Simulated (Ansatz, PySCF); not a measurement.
In(F)(Me)2 (C₂H₆FIn), SMILES [CH3][In]([CH3])[F]. Atoms are numbered in the order given.

```xyz
10

In    -0.0126    -0.0025     0.0005
F      1.9442     0.3319    -0.0972
C     -0.3863    -1.4223     1.5706
H     -1.4531    -1.6658     1.6679
H     -0.0170    -0.9984     2.5164
H      0.1837    -2.3380     1.3532
C     -0.9855     1.1871    -1.5026
H     -2.0761     1.0547    -1.4984
H     -0.5828     0.9008    -2.4857
H     -0.7410     2.2443    -1.3204
```
Charge 0, spin multiplicity 1.

The structure is a stationary point at r2SCAN-D4/def2-SVP. The structure was generated by enumeration; whether it is a known compound was not checked. The def2 effective core potentials stand for the cores of In; spin–orbit coupling is left out.

Two levels are set side by side: PBE-D3(BJ)/def2-SVP (Ansatz, a quantum-chemistry and plane-wave program) and r2SCAN-D4/def2-SVP (Ansatz). Each level has its own optimised geometry; the coordinates shown are those of the second. Frequencies come from the Hessian of PySCF at each geometry. Differences are taken from unrounded values.

```
quantity                            r2SCAN-D4
----------------------------------  ---------
mean bond length (Å)                    1.432
bond In1–F2 (Å)                         1.988
bond In1–C3 (Å)                         2.150
bond In1–C7 (Å)                         2.150
bond C3–H4 (Å)                          1.099
bond C3–H5 (Å)                          1.100
bond C3–H6 (Å)                          1.100
bond C7–H8 (Å)                          1.099
bond C7–H9 (Å)                          1.100
bond C7–H10 (Å)                         1.100
highest harmonic wavenumber (cm⁻¹)       3180
mean harmonic wavenumber (cm⁻¹)          1318
zero-point energy (kcal/mol)            45.22
```

**Question.** What does PBE-D3(BJ) give, and how far is it from r2SCAN-D4? (An estimate is asked for; the answer gives what the named calculation found.)

**Answer.** 
| quantity | PBE-D3(BJ) | PBE-D3(BJ) minus r2SCAN-D4 |
|---|---|---|
| mean bond length (Å) | 1.442 | 0.010 |
| bond In1–F2 (Å) | 2.006 | 0.018 |
| bond In1–C3 (Å) | 2.164 | 0.015 |
| bond In1–C7 (Å) | 2.164 | 0.015 |
| bond C3–H4 (Å) | 1.106 | 0.007 |
| bond C3–H5 (Å) | 1.107 | 0.007 |
| bond C3–H6 (Å) | 1.107 | 0.007 |
| bond C7–H8 (Å) | 1.106 | 0.007 |
| bond C7–H9 (Å) | 1.107 | 0.007 |
| bond C7–H10 (Å) | 1.107 | 0.007 |
| highest harmonic wavenumber (cm⁻¹) | 3115 | -65 |
| mean harmonic wavenumber (cm⁻¹) | 1288 | -30 |
| zero-point energy (kcal/mol) | 44.18 | -1.04 |
